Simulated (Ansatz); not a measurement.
Ta(NH)Cl3 (TaNCl3H), relaxed as a singlet with RKS PBE0-D4/def2-SVP in Ansatz, starting from the GFN2-xTB geometry. Force threshold 0.02 eV/Å.

In the def2 sets Ta takes a core potential; there is no spin–orbit coupling.

Start:

```xyz
6

Ta   -0.0165   -0.1044    0.2746
N     0.0860    0.5274   -1.3856
H     0.1425    0.8879   -2.3277
Cl   -1.8385    0.5097    1.3981
Cl    1.6564    0.5061    1.6122
Cl   -0.0299   -2.3267    0.4283
```

Estimate the energy that the relaxation releases and the steps that it takes.

35.4 kJ/mol, in 5 steps; 9 s on 4 threads of Arm Neoverse V2 on a shared host. No frequencies were taken in this run, so the end may be a saddle point.

Does the start keep its bonding and symmetry?

By distances, no bond broke or formed. The bond that changes most is Ta1–Cl4, from 2.23 to 2.30 Å (atoms count from 1). Point group C3v at the start, C3v at the end, both within 0.05 Å.

Predict the relaxed structure.


Cartesian coordinates in Å:
```
Ta -0.024 -0.148 0.389
N 0.077 0.472 -1.238
H 0.134 0.833 -2.184
Cl -1.989 0.646 1.286
Cl 1.819 0.641 1.519
Cl -0.017 -2.444 0.229
```
Bond lengths: 3 × Cl–Ta 2.30 Å; 1 × N–Ta 1.74 Å; 1 × H–N 1.01 Å.
